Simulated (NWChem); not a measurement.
System: AlNH₄O₂; SMILES [OH][Al]([OH])[NH2]

Here is an NWChem input.

```
start job
memory heap 200 mb stack 900 mb global 1100 mb
geometry units angstroms noautosym nocenter noautoz
  Al    -0.066689     0.002210    -0.000598
  O      0.590728    -1.567513     0.000012
  H      1.516942    -1.806411     0.000690
  O     -1.757854     0.175359     0.000038
  H     -2.359256    -0.569900     0.001719
  N      0.902570     1.476429    -0.001476
  H      0.496932     2.404953    -0.002216
  H      1.912595     1.537439    -0.004000
end
basis spherical
  * library def2-svpd
end
dft
  xc xcamb88 1.00 lyp 0.81 vwn_5 0.19 hfexch 1.00
  cam 0.33 cam_alpha 0.19 cam_beta 0.46
  iterations 150
end
property
  response 1 0.0
end
task dft property
```

Excerpt of the output:

```
             Northwest Computational Chemistry Package (NWChem) 7.3.0
             --------------------------------------------------------

                             Geometry "geometry" -> ""
                             -------------------------

 Output coordinates in angstroms (scale by  1.889725989 to convert to a.u.)

  No.       Tag          Charge          X              Y              Z
 ---- ---------------- ---------- -------------- -------------- --------------
    1 Al                  13.0000    -0.06668900     0.00221000    -0.00059800
    2 O                    8.0000     0.59072800    -1.56751300     0.00001200
    3 H                    1.0000     1.51694200    -1.80641100     0.00069000
    4 O                    8.0000    -1.75785400     0.17535900     0.00003800
    5 H                    1.0000    -2.35925600    -0.56990000     0.00171900
    6 N                    7.0000     0.90257000     1.47642900    -0.00147600
    7 H                    1.0000     0.49693200     2.40495300    -0.00221600
    8 H                    1.0000     1.91259500     1.53743900    -0.00400000

 Effective nuclear repulsion energy (a.u.)     160.9866361569

                              NWChem Property Module
                              ----------------------

                                 NWChem DFT Module
                                 -----------------

 Summary of "ao basis" -> "ao basis" (spherical)
 ------------------------------------------------------------------------------
       Tag                 Description            Shells   Functions and Types
 ---------------- ------------------------------  ------  ---------------------
 Al                        def2-svpd                10       24   5s3p2d
 O                         def2-svpd                 9       23   4s3p2d
 H                         def2-svpd                 4        8   2s2p
 N                         def2-svpd                 8       20   4s2p2d

            General Information
            -------------------
          SCF calculation type: DFT
          Wavefunction type:  closed shell.
          No. of atoms     :     8
          No. of electrons :    40
           Alpha electrons :    20
            Beta electrons :    20
          Charge           :     0
          Spin multiplicity:     1
          Use of symmetry is: off; symmetry adaption is: off
          Maximum number of iterations: 150
          AO basis - number of functions:   122
                     number of shells:    52
          Convergence on energy requested:  1.00D-06
          Convergence on density requested:  1.00D-05
          Convergence on gradient requested:  5.00D-04

              XC Information
              --------------
                     Hartree-Fock (Exact) Exchange  1.000
                   CAM-Becke88 Exchange Functional  1.000
                      VWN V Correlation Functional  0.190 local
              Lee-Yang-Parr Correlation Functional  0.810

           Range-Separation Parameters
           ---------------------------
           Alpha           :  0.19
           Beta            :  0.46
           Gamma           :  0.33
           Short-Range HF  :     F

             Grid Information
             ----------------
          Grid used for XC integration:  medium
          Radial quadrature: Mura-Knowles
          Angular quadrature: Lebedev.
          Tag              B.-S. Rad. Rad. Pts. Rad. Cut. Ang. Pts.
          ---              ---------- --------- --------- ---------
          Al                  1.25       88          10.0       590
          O                   0.60       49          11.0       434
          H                   0.35       45          12.0       434
          N                   0.65       49          11.0       434
          Grid pruning is: on
          Number of quadrature shells:   415
          Spatial weights used:  Erf1

      Superposition of Atomic Density Guess
      -------------------------------------

 Sum of atomic energies:        -447.42187450

      Non-variational initial energy
      ------------------------------

 Total energy =    -448.532443
 1-e energy   =    -937.315168
 2-e energy   =     327.796088
 HOMO         =      -0.367430
 LUMO         =      -0.053278

   convergence    iter        energy       DeltaE   RMS-Dens  Diis-err
 ---------------- ----- ----------------- --------- --------- ---------
 d= 0,ls=0.0,diis     1   -449.7953726828 -6.11D+02  2.57D-02  1.12D+00
 d= 0,ls=0.0,diis     2   -449.7697675943  2.56D-02  8.80D-03  1.62D+00
 d= 0,ls=0.0,diis     3   -449.9178331342 -1.48D-01  9.59D-04  1.12D-02
 d= 0,ls=0.0,diis     4   -449.9187444255 -9.11D-04  2.92D-04  2.95D-03
 d= 0,ls=0.0,diis     5   -449.9190425921 -2.98D-04  8.73D-05  1.94D-04
  Resetting Diis
 d= 0,ls=0.0,diis     6   -449.9190654628 -2.29D-05  3.84D-05  2.36D-06
 d= 0,ls=0.0,diis     7   -449.9190662035 -7.41D-07  7.64D-06  1.63D-07

         Total DFT energy =     -449.919066203468
      One electron energy =     -942.198616966865
           Coulomb energy =      375.569480834208
    Exchange-Corr. energy =      -44.276566227713
 Nuclear repulsion energy =      160.986636156902

 Numeric. integr. density =       40.000009459760

                       DFT Final Molecular Orbital Analysis
                       ------------------------------------

[...]

 DFT Linear Response polarizability / au
 Frequency  =       0.0000000 / au
              X              Y              Z
 -----------------------------------------------
 X      41.6732127      1.1850051     -0.0010961
 Y       1.1850070     42.6233428     -0.0032830
 Z      -0.0010941     -0.0032633     35.8427758
 -----------------------------------------------
 Eigenvalues =      40.8715931     43.4249640     35.8427742
 Isotropic   =      40.0464438
 Anisotropic =       6.6820028
 -----------------------------------------------

 Magnetic Dipole Response Matrix (nonzero elements):

 Exiting AOResponse driver routine
```

Level: CAM-B3LYP/def2-SVPD. Structure relaxed at the PBE0/def2-SVP level.
